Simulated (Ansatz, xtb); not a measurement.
## Two isomers of BFH5OSi2

We compare I, `F[SiH2]OB[SiH2]`, a doublet, with II, `BO[Si@H](F)[SiH2]`, a doublet. Both are isolated molecules in the gas phase, relaxed with B3LYP/6-31G*; the shapes shown needn't be the lowest conformers.

I (Å):

```xyz
10

B    -0.9726   -0.3145    0.2823
F     1.5467   -2.5712   -1.2445
O    -0.6330   -1.1528   -0.7393
Si    0.6409   -1.3548   -1.7760
Si    0.0971    1.2267    0.9485
H     0.0890   -1.7263   -3.0938
H     1.4728   -0.1309   -1.8164
H    -2.0364   -0.4908    0.8065
H     1.5245    1.5062    0.6406
H    -0.3432    1.9257    2.1820
```

II (Å):

| atom | x (Å) | y (Å) | z (Å) |
| --- | --- | --- | --- |
| B | -0.5528 | 0.5855 | -0.2427 |
| F | 0.7677 | 2.4162 | -3.1793 |
| O | -0.2187 | 1.7712 | -0.8100 |
| Si | 1.1369 | 2.3255 | -1.6109 |
| Si | 2.9694 | 0.8879 | -1.3732 |
| H | 0.2413 | -0.3175 | -0.2177 |
| H | -1.6453 | 0.4780 | 0.2315 |
| H | 1.3472 | 3.7147 | -1.1333 |
| H | 3.3524 | 0.6523 | 0.0482 |
| H | 4.1606 | 1.3630 | -2.1342 |

Q: Estimate E(II) − E(I) at the level CCSD(T)/def2-SVP + ΔMP2/def2-TZVPP.

A: Too close to call at this level: CCSD(T)/def2-SVP + ΔMP2/def2-TZVPP gives E(II) − E(I) = +0.23 kcal/mol.

How the difference moves with the method:

```tsv
level	geometry	E(II) − E(I) (kcal/mol)	departure from the last row (kcal/mol)	job, with rough time for the two
GFN2-xTB	GFN2-xTB	+6.97	+6.74	optimisation, 0.32 s
HF/STO-3G	GFN2-xTB	−14.79	−15.02	single point, 0.42 s
r2SCAN-D4/def2-SVP	GFN2-xTB	+1.38	+1.15	single point, 7.8 s
B3LYP/6-31G*	B3LYP/6-31G*	−1.70	−1.93	optimisation, 2.6 min
HF/def2-SVP	B3LYP/6-31G*	−1.51	−1.73	part of the CCSD(T) run
MP2/def2-SVP	B3LYP/6-31G*	+0.32	+0.09	part of the CCSD(T) run
CCSD(T)/def2-SVP	B3LYP/6-31G*	+0.56	+0.33	single point
CCSD(T)/def2-SVP + ΔMP2/def2-TZVPP	B3LYP/6-31G*	+0.23		single point, 80 s
```

As drawn, II has 1 Si–Si, 1 B–H in place of 1 B–Si, 1 Si–H.

The largest departure from CCSD(T)/def2-SVP + ΔMP2/def2-TZVPP is that of HF/STO-3G, 15.02 kcal/mol. The last row adds to CCSD(T) the change of the MP2 difference between the two basis sets, here −0.33 kcal/mol.

With harmonic frequencies from B3LYP/6-31G* (ideal gas, rigid rotor, one conformer each, 298.15 K, 1 atm): on the last row, ΔE + ΔZPE = +0.61 kcal/mol. A mode under 50 cm⁻¹ makes harmonic enthalpies and free energies unreliable, so none is given.

Open shells are spin-unrestricted. The correlated steps freeze 13 core orbitals. Programs: Ansatz 0.2.0, xtb 6.7.1; the last row on 2 threads of Arm Neoverse V2 on a shared host.
